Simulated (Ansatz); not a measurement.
```yaml
atoms:
  - { symbol: C, position_ang: [0.0000, 0.0158, -0.6902] }
  - { symbol: C, position_ang: [0.0000, -0.0421, 0.7904] }
  - { symbol: H, position_ang: [0.9337, 0.0148, 1.3558] }
  - { symbol: H, position_ang: [-0.9337, 0.0148, 1.3558] }
  - { symbol: H, position_ang: [0.0000, 1.0601, -1.0660] }
  - { symbol: H, position_ang: [0.8914, -0.4658, -1.1233] }
  - { symbol: H, position_ang: [-0.8914, -0.4658, -1.1233] }
```

Basis set: 6-31G* (spherical functions). Correlated methods keep 2 orbitals frozen. Charge 0, multiplicity 2.

Computed with Ansatz (development build ahead of 0.2.0); each method stands on the lowest determinant of its kind that the runs found.

Problem. Give the atomization energy at this shape (free ground-state atoms in the same class of orbitals less the molecule, no zero-point energy) of doublet C₂H₅ by UHF-MP2, UHF.

Solution.

```json
{"method": "UHF-MP2", "atomization energy": "551.37 kcal/mol"}
{"method": "UHF", "atomization energy": "466.34 kcal/mol"}
```
